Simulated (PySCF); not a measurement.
**Polarisability and C₆ of B(2+) (boron, charge +2)**

[He] 2s1, 2S determinant. Computed with PySCF 2.14 in aug-cc-pVQZ with one added diffuse shell each of s, p, d, f, g type (7s6p5d4f3g, 105 functions), with the non-relativistic Hamiltonian (point nucleus). Coupled (time-dependent) response in atomic units; α is the mean over directions.

```
 method  mean α (bohr³)  C₆ (like pair)  S(−4)
    UHF           7.940           11.16  155.4
    PBE           7.000           9.303  120.7
   PBE0           7.215           9.716  128.2
   BP86           7.121           9.572  124.0
LC-wPBE           7.301           9.881  131.5
```

S(−4) is the Cauchy moment in α(ω) = α(0) + S(−4) ω² + …

α(iu) at PBE:

| u (hartree) | α(iu) (bohr³) |
| --- | --- |
| 0 | 7.000 |
| 0.0500 | 6.712 |
| 0.100 | 5.979 |
| 0.200 | 4.200 |
| 0.300 | 2.864 |
| 0.500 | 1.505 |
| 0.750 | 0.8467 |
| 1.00 | 0.5550 |
| 1.50 | 0.3023 |
| 2.00 | 0.1953 |
| 3.00 | 0.1059 |
| 5.00 | 0.05000 |

A single London oscillator, α(iu) = α/(1 + u²/ω²), gives C₆ = (3/4) ω α². Matching the computed C₆ needs ω = 4 × 9.303 / (3 × 7.000²) = 0.253 hartree.

For an ion, C₆ is the dispersion term alone; charge-induced terms of lower order in 1/R come first.
